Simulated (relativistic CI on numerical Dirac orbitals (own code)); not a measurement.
**Hyperfine structure of Mg9+, mass number 25**

Method of calculation: Dirac-Coulomb-Breit CI, orbitals from a KLI potential per configuration, a model potential for QED, unscaled Slater integrals (own radial code, finite nucleus).

Configurations in the expansion (outside the closed core 1s2): 2s, 2p, 3s, 3p, 3d, 4s, 4p, 4f, 4d, 5s, 5p, 5f, 5g, 5d. Levels of other configurations are missing.

Nuclear spin I = 5/2, μ = -0.85533 μN, Q = 0.199 b (tables of Stone and Pyykkö). The electronic factors are computed for point nuclear moments, without core polarisation or the Bohr-Weisskopf and QED corrections.

```json
{"Level": "2s 2S_1/2", "E (eV)": "0.000", "A (MHz)": "-14590", "B (MHz)": ""}
{"Level": "2p 2P°_1/2", "E (eV)": "19.964", "A (MHz)": "-4247", "B (MHz)": ""}
{"Level": "2p 2P°_3/2", "E (eV)": "20.452", "A (MHz)": "-839.5", "B (MHz)": "903"}
{"Level": "3s 2S_1/2", "E (eV)": "208.518", "A (MHz)": "-4229", "B (MHz)": ""}
{"Level": "3p 2P°_1/2", "E (eV)": "214.000", "A (MHz)": "-1294", "B (MHz)": ""}
{"Level": "3p 2P°_3/2", "E (eV)": "214.142", "A (MHz)": "-255.7", "B (MHz)": "275"}
{"Level": "3d 2D_3/2", "E (eV)": "216.023", "A (MHz)": "-130.9", "B (MHz)": "47"}
{"Level": "3d 2D_5/2", "E (eV)": "216.068", "A (MHz)": "-56.02", "B (MHz)": "66.9"}
```

Levels with J = 0, under 50 % of one LS term, or S terms without an open s electron are left out. Small factors come from cancelling terms and can be off by tens of per cent or more.

At this charge energies of transitions that change n are usually good to better than 1 %, and those within a shell (Δn = 0) to a few per cent.

Give the hyperfine levels of 2s 2S_1/2 relative to its centre of gravity.

With K = F(F + 1) − I(I + 1) − J(J + 1), E = AK/2: F = 2: 25530, F = 3: -18230 MHz.
